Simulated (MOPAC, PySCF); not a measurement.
C₄H₇ClSi, SMILES `C=C(Cl)/C=C/[SiH3]` (Cl–C–C–C torsion 0°), neutral singlet in the gas phase. 

Cartesian coordinates (Å):
SMILES: C=C(Cl)/C=C/[SiH3]
```xyz
13

C     -2.5293    -0.1764     0.9564
C     -1.6922    -0.0312    -0.0601
Cl    -2.3226     0.1703    -1.6689
C     -0.2404    -0.0304     0.0946
C      0.6672     0.1086    -0.8672
Si     2.4933     0.0931    -0.5470
H     -2.1363    -0.3015     1.9560
H     -3.6002    -0.1745     0.8235
H      0.0733    -0.1610     1.1264
H      0.3076     0.2365    -1.8836
H      3.1437    -1.0058    -1.2949
H      3.1094     1.3656    -0.9845
H      2.7264    -0.0932     0.9021
```
Charge 0, spin multiplicity 1.

All levels are single points at this geometry (CAM-B3LYP-D3(BJ)/def2-TZVP); Pople sets use spherical d functions. Orbital energies aren't observables, and empty levels follow the basis.

```json
[
 {"level": "CAM-B3LYP-D3(BJ)/def2-TZVP in PySCF", "HOMO (eV)": "-8.42", "LUMO (eV)": "-0.42", "gap (eV)": "8.00", "dipole (D)": "1.27", "vertical IE, Delta-SCF (eV)": "9.08"},
 {"level": "TPSSh-D3(BJ)/def2-TZVP in PySCF", "HOMO (eV)": "-6.60", "LUMO (eV)": "-1.93", "gap (eV)": "4.67", "dipole (D)": "1.27", "vertical IE, Delta-SCF (eV)": "8.83"},
 {"level": "B3LYP/6-311+G** in PySCF", "HOMO (eV)": "-7.01", "LUMO (eV)": "-1.74", "gap (eV)": "5.26", "dipole (D)": "1.32", "vertical IE, Delta-SCF (eV)": "–"},
 {"level": "B3LYP/LANL2DZ in PySCF", "HOMO (eV)": "-6.87", "LUMO (eV)": "-1.46", "gap (eV)": "5.41", "dipole (D)": "1.51", "vertical IE, Delta-SCF (eV)": "–"},
 {"level": "BP86/6-31G* in PySCF", "HOMO (eV)": "-6.03", "LUMO (eV)": "-2.19", "gap (eV)": "3.84", "dipole (D)": "1.30", "vertical IE, Delta-SCF (eV)": "–"},
 {"level": "M06-2X/6-31G* in PySCF", "HOMO (eV)": "-8.12", "LUMO (eV)": "-0.36", "gap (eV)": "7.77", "dipole (D)": "1.39", "vertical IE, Delta-SCF (eV)": "–"},
 {"level": "SVWN5/6-31G* in PySCF", "HOMO (eV)": "-6.08", "LUMO (eV)": "-2.28", "gap (eV)": "3.80", "dipole (D)": "1.29", "vertical IE, Delta-SCF (eV)": "8.84"},
 {"level": "HF/3-21G in PySCF", "HOMO (eV)": "-9.31", "LUMO (eV)": "2.45", "gap (eV)": "11.76", "dipole (D)": "1.87", "vertical IE, Delta-SCF (eV)": "–"},
 {"level": "HF/6-31G* in PySCF", "HOMO (eV)": "-9.20", "LUMO (eV)": "2.53", "gap (eV)": "11.72", "dipole (D)": "1.60", "vertical IE, Delta-SCF (eV)": "–"},
 {"level": "AM1 in MOPAC", "HOMO (eV)": "-9.60", "LUMO (eV)": "-0.08", "gap (eV)": "9.52", "dipole (D)": "1.28", "vertical IE, Delta-SCF (eV)": "–"},
 {"level": "PM3 in MOPAC", "HOMO (eV)": "-9.34", "LUMO (eV)": "-0.03", "gap (eV)": "9.32", "dipole (D)": "0.94", "vertical IE, Delta-SCF (eV)": "–"},
 {"level": "PM6 in MOPAC", "HOMO (eV)": "-9.84", "LUMO (eV)": "-0.55", "gap (eV)": "9.30", "dipole (D)": "1.46", "vertical IE, Delta-SCF (eV)": "–"},
 {"level": "PM7 in MOPAC", "HOMO (eV)": "-9.94", "LUMO (eV)": "-0.45", "gap (eV)": "9.49", "dipole (D)": "1.85", "vertical IE, Delta-SCF (eV)": "–"}
]
```
